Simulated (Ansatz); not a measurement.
Gas-phase electronic energies from Ansatz, PBE0-D4/def2-TZVP geometries. CCSD(T)/CBS is the MP2 limit (def2-TZVPP, def2-QZVPP) plus CCSD(T) − MP2 in def2-TZVPP, frozen cores. This one scheme is used for every species. Functionals use def2-TZVPP. Elements past krypton have def2 core potentials. For Br, Zr outer-core shells are correlated without core-valence functions, which leaves a few kJ/mol of doubt a bond. Scalar relativity is left out up to krypton. One conformer a species, not always the lowest.

`[OH][Zr]([OH])([Br])[Br]` + HCl → `[OH][Zr]([OH])([Cl])[Br]` + HBr  (ligand exchange at a Zr–Br bond)

`[OH][Zr]([OH])([Br])[Br]`:

```xyz
7

O    -0.929   -1.418   -0.099
Zr    0.007    0.160    0.358
O     0.904    0.861   -1.151
Br   -1.637    1.868    1.196
Br    1.702   -0.383    2.134
H    -1.351   -2.194   -0.457
H     1.304    1.107   -1.981
```

HCl:

Cartesian coordinates in Å:
```
Cl 0.394 -0.096 -0.494
H -0.394 0.096 0.494
```

`[OH][Zr]([OH])([Cl])[Br]`:

```xyz
7

O     1.025    1.064    0.830
Zr   -0.381    0.132   -0.025
O     0.218   -1.549   -0.654
Cl   -2.121   -0.211    1.526
Br   -1.199    1.494   -1.978
H     1.813    1.428    1.225
H     0.645   -2.357   -0.925
```

HBr:

Z-matrix (Å, degrees):
```
Br
H 1 1.420
```

```json
{"level": "r2SCANh", "ΔE (kcal/mol)": "0.2"}
{"level": "CAM-B3LYP", "ΔE (kcal/mol)": "-0.6"}
```

Problem. What does CCSD(T)/CBS give? (Best estimate.)

Solution. The calculation gave: +0.9 kcal/mol. The listed levels differ from it by -0.7, -1.5 kcal/mol.

Problem. What do rigid-rotor, harmonic-oscillator terms from PBE0-D4/def2-TZVP frequencies (298.15 K, 1 bar) make of the CCSD(T)/CBS value? (An estimate is asked.)

Solution. Ansatz gave: ΔZPE = -0.2 kcal/mol, ΔH = +0.5 kcal/mol, ΔS = 6 J/(mol·K), ΔG = +0.1 kcal/mol.

Largest T1 diagnostic among the species: 0.015.

Leaving LDA and LC-ωPBE aside and taking each functional with its dispersion term where it has one, the values, not all of them listed here, spread over 1.8 kcal/mol, from B97M-V to PBE-QIDH. From BLYP to BHLYP (50 % exact exchange), in def2-TZVPP and without D4, ΔE moves by +0.8 kcal/mol. At CCSD(T), def2-SVP lies −1.6 kcal/mol from the extrapolated value and def2-TZVPP +0.1 kcal/mol.

CCSD(T)/CBS has its own doubt, a few kJ/mol and more with outer-core shells, so smaller differences from it don't rank the levels.
